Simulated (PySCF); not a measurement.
ORD: `InChI=1S/C6H11FO/c1-2-5-3-6(7)8-4-5/h5-6H,2-4H2,1H3/t5-,6-/m0/s1`

Geometry:
| atom | x (Å) | y (Å) | z (Å) |
| --- | --- | --- | --- |
| C1 | 2.423 | 0.009 | -0.245 |
| C2 | 1.225 | -0.585 | 0.485 |
| C3 | 0.002 | 0.325 | 0.415 |
| C4 | -1.188 | -0.209 | 1.231 |
| O5 | -2.345 | 0.306 | 0.587 |
| C6 | -2.112 | 0.271 | -0.762 |
| F7 | -2.491 | -0.969 | -1.272 |
| C8 | -0.605 | 0.455 | -0.994 |
| H9 | 2.203 | 0.153 | -1.300 |
| H10 | 3.281 | -0.653 | -0.161 |
| H11 | 2.691 | 0.972 | 0.183 |
| H12 | 1.484 | -0.741 | 1.535 |
| H13 | 0.977 | -1.558 | 0.055 |
| H14 | 0.270 | 1.317 | 0.789 |
| H15 | -1.209 | 0.136 | 2.263 |
| H16 | -1.207 | -1.307 | 1.211 |
| H17 | -2.761 | 0.998 | -1.263 |
| H18 | -0.396 | 1.421 | -1.447 |
| H19 | -0.251 | -0.332 | -1.658 |

Method used: TDDFT B3LYP/def2-SVPD circular dichroism and optical rotation, one conformer, gas phase (PySCF). Geometry: GFN2-xTB.

The molecule is flexible and this is one conformer; a measurement averages over conformers. States above about 8.0 eV (minus the energy of the highest occupied orbital) lie near or above the ionisation threshold and depend on the basis.

Stereocentres: C3 S, C6 R.

Question: Give the optical rotatory dispersion at 633, 589.3, 546, 436, 405, 365, 355 nm.

Answer: [α] in deg dm⁻¹ (g/mL)⁻¹:
```tsv
λ (nm)	origin-invariant length gauge	modified velocity gauge	length gauge (centre of mass)	isotropic polarisability (au)
633	+102.8	+98.6	+103.2	75.7
589.3	+119.5	+114.6	+120.0	75.9
546	+140.6	+134.7	+141.2	76.1
436	+229.2	+219.1	+230.2	77.2
405	+270.2	+258.1	+271.4	77.6
365	+342.5	+326.5	+343.9	78.5
355	+365.2	+347.9	+366.7	78.7
```

Question: And for the mirror image at 589.3 nm?

Answer: -119.5 deg dm⁻¹ (g/mL)⁻¹ (origin-invariant length gauge): the same size and the opposite sign.

Question: What is the molar rotation [Φ] = [α]·M/100 of the geometry above at 589.3 nm?

Answer: With M = 118.15 g/mol, +141.2 deg cm² dmol⁻¹ (origin-invariant length gauge).

The first excitation lies at 7.48 eV (166 nm) with R = +0.6 × 10⁻⁴⁰ esu² cm² (velocity form).
